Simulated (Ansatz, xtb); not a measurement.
Relative energy of two isomers of C4H9BGe

We compare a, `B/C=C/C=[CH]\[GeH3]`, a singlet, with b, `B/C=C/[C](=C)[GeH3]`, a singlet. Both are isolated molecules in the gas phase, relaxed with r2SCAN-D4/def2-SVP; the shapes shown needn't be the lowest conformers.

a (Å):

| atom | x (Å) | y (Å) | z (Å) |
| --- | --- | --- | --- |
| C | -1.8268 | 2.1817 | 0.9809 |
| C | -1.0458 | 1.2240 | 0.3993 |
| C | -0.7213 | -0.0544 | 0.9914 |
| C | 0.0531 | -1.0031 | 0.4100 |
| B | -2.1234 | 3.5152 | 0.2805 |
| Ge | 0.9046 | -0.8781 | -1.3401 |
| H | -2.8153 | 4.3629 | 0.7942 |
| H | -1.6496 | 3.7188 | -0.8156 |
| H | -2.2314 | 1.9458 | 1.9761 |
| H | -0.6274 | 1.4330 | -0.5966 |
| H | -1.1479 | -0.2438 | 1.9871 |
| H | 0.2209 | -1.9320 | 0.9701 |
| H | 1.6729 | -2.1829 | -1.5833 |
| H | -0.1458 | -0.6907 | -2.4450 |
| H | 1.8820 | 0.3060 | -1.3872 |

b (Å):

```yaml
atoms:
  - { symbol: C, position_ang: [-1.2517, 2.0692, -0.5345] }
  - { symbol: C, position_ang: [-1.4609, 0.7942, -0.0945] }
  - { symbol: C, position_ang: [-0.4526, -0.1349, 0.3947] }
  - { symbol: C, position_ang: [-0.8228, -1.3729, 0.7981] }
  - { symbol: B, position_ang: [-2.4091, 2.9483, -1.0267] }
  - { symbol: Ge, position_ang: [1.4337, 0.3925, 0.4733] }
  - { symbol: H, position_ang: [-2.2271, 4.0779, -1.4168] }
  - { symbol: H, position_ang: [-3.5324, 2.4947, -1.0224] }
  - { symbol: H, position_ang: [-0.2177, 2.4447, -0.5229] }
  - { symbol: H, position_ang: [-2.4938, 0.4117, -0.1033] }
  - { symbol: H, position_ang: [-0.1036, -2.1078, 1.1737] }
  - { symbol: H, position_ang: [-1.8747, -1.6862, 0.7612] }
  - { symbol: H, position_ang: [2.2166, -0.8047, 1.0291] }
  - { symbol: H, position_ang: [1.9517, 0.7501, -0.9269] }
  - { symbol: H, position_ang: [1.6153, 1.6074, 1.3942] }
```

Quicker runs give these differences E(b) − E(a): GFN2-xTB +3.56 kJ/mol; HF/STO-3G +7.75 kJ/mol (at GFN2-xTB geometries); r2SCAN-D4/def2-SVP//GFN2-xTB +0.97 kJ/mol.

Estimate E(b) − E(a) at the level CCSD(T)/def2-SVP + ΔMP2/def2-TZVPP.

CCSD(T)/def2-SVP + ΔMP2/def2-TZVPP gives E(b) − E(a) = −4.16 kJ/mol, slightly favouring structure b, which is too small a margin to settle the true order.

How the difference moves with the method:

```
                             level            geometry  E(b) − E(a) (kJ/mol)  departure from the last row (kJ/mol)  job, with rough time for the two
                          GFN2-xTB            GFN2-xTB                   +3.56                                 +7.72              optimisation, 0.12 s
                         HF/STO-3G            GFN2-xTB                   +7.75                                +11.91               single point, 0.6 s
      r2SCAN-D4/def2-SVP//GFN2-xTB            GFN2-xTB                   +0.97                                 +5.13               single point, 5.8 s
                r2SCAN-D4/def2-SVP  r2SCAN-D4/def2-SVP                   +0.29                                 +4.45                optimisation, 50 s
                       HF/def2-SVP  r2SCAN-D4/def2-SVP                   +0.49                                 +4.65           part of the CCSD(T) run
                      MP2/def2-SVP  r2SCAN-D4/def2-SVP                   −3.53                                 +0.62           part of the CCSD(T) run
                  CCSD(T)/def2-SVP  r2SCAN-D4/def2-SVP                   −2.81                                 +1.34                      single point
CCSD(T)/def2-SVP + ΔMP2/def2-TZVPP  r2SCAN-D4/def2-SVP                   −4.16                                                   single point, 2.1 min
```

As drawn, both hold the same kinds of bond in the same numbers.

The largest departure from CCSD(T)/def2-SVP + ΔMP2/def2-TZVPP is that of HF/STO-3G, 11.91 kJ/mol. The last row adds to CCSD(T) the change of the MP2 difference between the two basis sets, here −1.34 kJ/mol.

With thermal terms from frequencies at re-optimised GFN2-xTB minima (ideal gas, soft modes damped towards free rotors, one conformer each, 298.15 K, 1 atm): the zero-point term adds −0.87 kJ/mol; ΔH is −5.06 and ΔG −3.78 kJ/mol.

The correlated steps freeze 14 core orbitals; the filled d shell of Ge is correlated, in a basis made for valence electrons. Run with Ansatz 0.2.0, xtb 6.7.1; the last row on 2 threads of Arm Neoverse V2 on a shared host.
